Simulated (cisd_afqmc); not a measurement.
Input (AFQMC/CISD/cc-pVTZ; cisd_afqmc is a phaseless AFQMC code with CISD trial states that reads the integrals written by Ansatz):

Ansatz 0.2 input:
```python
import cisd_afqmc

open("ham.yaml", "w").write("""\
crystal:
  periodic: [false, false, false]
  atoms:
    - {symbol: Br, position_ang: [0.00000000, 0.00000000, 0.00000000]}
basis:
  gaussian:
    orbitals: cc-pVTZ
magnetization: {spin_polarized: true, initial_magnetization: 1}
correlation: {method: ccsd, electrons: outside_noble_gas, hamiltonian_folder: ham}
scf: {lower_state_search: full}
""")
rep = cisd_afqmc.ansatz("ham.yaml")
e_ccsd = rep["correlation"]["coupled_cluster"]["energy"]["hartree"]
out = cisd_afqmc.run("ham", e_ccsd, trial="CISD", walkers=2000, populations=1, threads=12, dt=0.005, steps=40, early=24, settle=10, least=100,
    cut=5e-5, rank_cut=2e-4, target=0.0004, seconds=1000, seed=4, memory=62639, gpu=True)
```

Output:

```
orbitals 29, occupied [4, 3], factors 169 of 276, rank of the doubles 129 of 178
E(HF) = -2572.445085
E(CCSD) on the cut factors = -2572.598160, shift to the whole factors -0.000001
Energy of the trial state on the determinant = -2572.598275
  tau behind 7.2 of longer steps, mean of the populations' last blocks
   2.0  -2572.60321
   4.0  -2572.60306
   6.0  -2572.60319
   8.0  -2572.60267
  10.0  -2572.60290
  12.0  -2572.60284
  14.0  -2572.60340
  16.0  -2572.60322
  18.0  -2572.60325
  20.0  -2572.60285
  22.0  -2572.60339
blocks 96 (4 outliers left out), error by blocks joined: 1: 0.00005, 2: 0.00006, 4: 0.00006, 8: 0.00007
E(AFQMC/CISD) = -2572.60306 +/- 0.00007
```

The error still grows at the longest joins of blocks, or few joins were possible, so the printed bar may be too narrow.
